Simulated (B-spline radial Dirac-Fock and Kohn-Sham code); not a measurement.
# Binding energies of Cu¹³⁺ at several levels of theory

System: copper as Cu¹³⁺, configuration [Ne] 3s2 3p4.

The density-functional columns are spherical, spin-unpolarised Dirac-Kohn-Sham results without Breit or QED terms: −ε is minus the orbital energy of the initial state and ΔSCF the difference of two total energies. The reference in the last column comes from Dirac-Fock ΔSCF + Breit + QED. All numbers are from a B-spline atomic structure program, in eV; a selection of levels is shown. The Kohn-Sham columns are given as differences from the reference. For the 1s level of heavy atoms much of the gap between ΔSCF and the reference is the Breit and QED part, -16.4 eV here; for other levels the error of the functional can be larger.

```tsv
level	LDA −ε − DF	LDA ΔSCF − DF	Dirac-Fock
1s	-179.5	+14.6	9431.5
2s	-68.3	-24.1	1546.8
2p1/2	-50.3	+0.8	1400.2
3s	-21.2	-3.2	487.3
3p	-16.2	+2.0	438.4
```

Values without a named source are computed, but for edge energies of neutral atoms, which are taken from tables.
